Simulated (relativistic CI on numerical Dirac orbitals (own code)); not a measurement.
## Bi⁸⁺: q coefficients and field-shift factors

These numbers are calculated, not measured: Dirac-Coulomb-Breit CI, orbitals from a KLI potential per configuration, derivatives by finite differences, unscaled Slater integrals, QED left out (own radial code, finite nucleus).

CI space (outside the closed core [Kr] 4d10 4f14): 5s2 5p6 5d7, 5s2 5p6 5d6 6s, 5s2 5p6 5d6 5f, 5s2 5p5 5d8, 5s2 5p6 5d5 6s2, 5s2 5p4 5d9, 5s2 5p6 5d6 6d, 5s 5p6 5d8. Levels of other configurations are missing.

With x = (α/α₀)² − 1 an excitation energy changes as ω = ω₀ + qx; K = 2q/ω₀ is the relative enhancement. Terms are leading LS components, so labels can repeat. The field-shift factor is F = δν/δ⟨r²⟩ for the transition from the lowest level.

Lowest level 5s2 5p6 5d7 4F_9/2.

```csv
Level,ω₀ (cm⁻¹),q (cm⁻¹),F (GHz/fm²)
5s2 5p6 5d7 2P_3/2,14324.3,-1250,0.666
5s2 5p6 5d7 2D_5/2,18660.8,4631,1.54
5s2 5p6 5d7 4F_7/2,22971.6,25150,2.56
5s2 5p6 5d7 4F_3/2,33378.2,25920,3.68
5s2 5p6 5d7 4P_5/2,35434.2,26230,4.18
5s2 5p6 5d7 2G_9/2,36275.5,22020,2.61
5s2 5p6 5d7 4P_1/2,39452.4,24050,3.43
5s2 5p6 5d7 2H_11/2,47281.6,23530,2.72
5s2 5p6 5d7 2G_7/2,49319.2,27880,4.2
5s2 5p6 5d7 2D_5/2,59269.6,45460,5.95
5s2 5p6 5d7 4P_3/2,59895.0,48040,6.19
5s2 5p6 5d7 2F_5/2,60219.3,20800,4.74
5s2 5p6 5d7 2P_1/2,67649.3,50320,5.64
5s2 5p6 5d7 2H_9/2,71117.5,49100,5.67
5s2 5p6 5d7 2D_3/2,76646.7,33400,6.48
5s2 5p6 5d7 2F_7/2,77759.9,43940,6.54
5s2 5p6 5d7 2D_3/2,102081.3,65140,7.68
5s2 5p6 5d7 2D_5/2,105535.9,47220,7.96
5s2 5p6 5d6 6s 6D_9/2,241534.2,-121900,267
5s2 5p6 5d6 6s 6D_5/2,253952.2,-118800,265
5s2 5p6 5d6 6s 6D_7/2,253987.4,-112300,263
5s2 5p6 5d6 6s 6D_3/2,260111.7,-111700,264
5s2 5p6 5d6 6s 6D_1/2,264548.8,-104100,268
```

At this charge configurations can still be misplaced by up to about 7 % of their energy. Terms inside the open d or f shell come out 10 to 20 % too wide with unscaled integrals. Levels and lines within the n = 5 or 6 shells can be off by up to 10 % or somewhat more, and those that change n by about 2 %, since core polarisation is missing.

Q: Which transition from the lowest level has the largest |K|?

A: 5s2 5p6 5d7 4F_7/2 at 22971.6 cm⁻¹, K = 2.19.
